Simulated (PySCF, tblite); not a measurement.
C3H12FPSi3.
SMILES with atom numbers: `[CH2:1]=[CH:2][CH2:3][SiH2:4][P:5]([SiH3:6])[SiH2:7][F:8]` (hydrogens: H9, H10 on C1; H11 on C2; H12, H13 on C3; H14, H15 on Si4; H16, H17, H18 on Si6; H19, H20 on Si7)

Cartesian coordinates in Å at the GFN2-xTB level; atoms count from 1:
```
atom  x, y, z in Å
C1    -3.4030   -0.9118   -0.0667
C2    -2.2689   -0.6168   -0.6758
C3    -1.7299    0.7579   -0.8460
Si4   -0.2616    1.0440    0.3432
P5     1.0589   -0.7545    0.2339
Si6    1.8080   -0.6482   -1.8647
Si7    2.8177   -0.0121    1.3599
F8     3.3294    1.4165    0.8045
H9    -4.0463   -0.1434    0.3311
H10   -3.7398   -1.9270    0.0532
H11   -1.6369   -1.4080   -1.0620
H12   -1.3940    0.8991   -1.8746
H13   -2.5025    1.4977   -0.6411
H14   -0.7318    1.1152    1.7302
H15    0.4047    2.3035   -0.0154
H16    0.6872   -1.0265   -2.7265
H17    2.8918   -1.6232   -1.9747
H18    2.2877    0.6806   -2.2509
H19    2.4653    0.2597    2.7428
H20    3.9586   -0.8921    1.1675
```

Jobs on this species (20 atoms, 96 electrons) with PySCF (density fitting) and tblite. Hardware of each: an Arm Neoverse V2 with one thread, no GPU, on a shared host. The host was shared with other jobs, so the times are rough.

| level and settings | work | basis functions | SCF cycles | wall time |
| --- | --- | --- | --- | --- |
| GFN2-xTB | L-BFGS relaxation | – | – | ? |
| PBE0/pcSseg-1 | shieldings, charges and field gradients | 224 | 12 | 47 s |
| GFN2-xTB | Hessian by finite differences | – | – | 1.1 s |

Question: Fill in the missing figures.

Answer: 
- GFN2-xTB; L-BFGS relaxation: 2.0 s

Question: What do all jobs in the table cost together?

Answer: About 50 s; the longest takes about 94 % of that, and about 43 times as long as the shortest.
